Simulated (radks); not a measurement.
Results of a calculation; reference values are marked as such.
Species: Lu2+. Configuration: [Xe] 4f14 6s1 (the NIST ground configuration).

Level of theory: scalar-relativistic Kohn-Sham, r2SCAN, spin-polarised, spherical densities, finite nucleus; open shells are filled with parallel spins first (spin-orbit coupling, left out, can overturn this in heavy ions); meta-GGA in the generalised Kohn-Sham scheme; Fermi nuclear charge, rms radius 5.37 fm (a radial shooting solver on a logarithmic mesh with Libxc functionals).

Energy parts (Ry):
part                       energy
total                 -29124.6002
kinetic                31816.9784
electron-nucleus      -71679.3977
Hartree                11338.2463
exchange-correlation    -600.4271

Orbitals (lengths in bohr, moments of r in powers of bohr; <r^-3> diverges for s and p1/2; r(max) is where P^2 peaks):
orbital,occ.,eigenvalue (Ry),r(max),<r^-3>,<r^2>,<r^4>
1s up,1,-4654.673,0.01213,-,0.0005123,7.081e-07
1s down,1,-4654.672,0.01213,-,0.0005123,7.081e-07
2s up,1,-795.1984,0.06928,-,0.007918,0.0001082
2s down,1,-795.1978,0.06928,-,0.007918,0.0001082
2p up,3,-699.5353,0.05660,16860,0.006496,0.00008359
2p down,3,-699.5347,0.05660,16860,0.006496,0.00008359
3s up,1,-181.8638,0.1955,-,0.05156,0.004010
3s down,1,-181.8638,0.1955,-,0.05156,0.004010
3p up,3,-153.0144,0.1930,3711,0.05218,0.004279
3p down,3,-153.0144,0.1930,3711,0.05218,0.004279
3d up,5,-118.3302,0.1576,483.2,0.04346,0.003340
3d down,5,-118.3299,0.1576,483.2,0.04346,0.003340
4s up,1,-37.59533,0.4463,-,0.2581,0.09686
4s down,1,-37.59448,0.4463,-,0.2581,0.09683
4p up,3,-28.08904,0.4671,839.5,0.2935,0.1289
4p down,3,-28.08800,0.4672,839.5,0.2934,0.1289
4d up,5,-15.62680,0.4812,92.66,0.3485,0.1985
4d down,5,-15.62506,0.4812,92.68,0.3484,0.1984
4f up,7,-1.98175,0.4701,13.90,0.6805,1.352
4f down,7,-1.97696,0.4700,13.93,0.6731,1.290
5s up,1,-5.88412,1.044,-,1.540,3.532
5s down,1,-5.88210,1.045,-,1.540,3.520
5p up,3,-3.66133,1.191,107.8,2.157,7.304
5p down,3,-3.65658,1.192,108.2,2.129,6.986
6s up,1,-1.33218,2.783,-,10.52,158.8
6s down,0,-1.17345,2.793,-,11.17,186.9

The highest occupied level is 6s up at -18.125 eV. The electron density at the nucleus is 1.176e+06 e/bohr^3 (large components only). The density falls to 0.001 e/bohr^3 at r = 4.07 bohr. The spin density at the nucleus is 74.55 e/bohr^3 (1s 0.39, 2s 0.15, 3s 0.18, 4s 0.05, 5s 1.56, 6s 72.21). Spin moment in Bohr magnetons: 1. For comparison, the ionisation energy in NIST's Atomic Spectra Database is 20.959 eV (measured). In exact Kohn-Sham theory the highest level is minus the ionisation energy, but local and semilocal functionals leave it too shallow, through self-interaction and a potential that decays too fast; potentials with the right tail come closer.
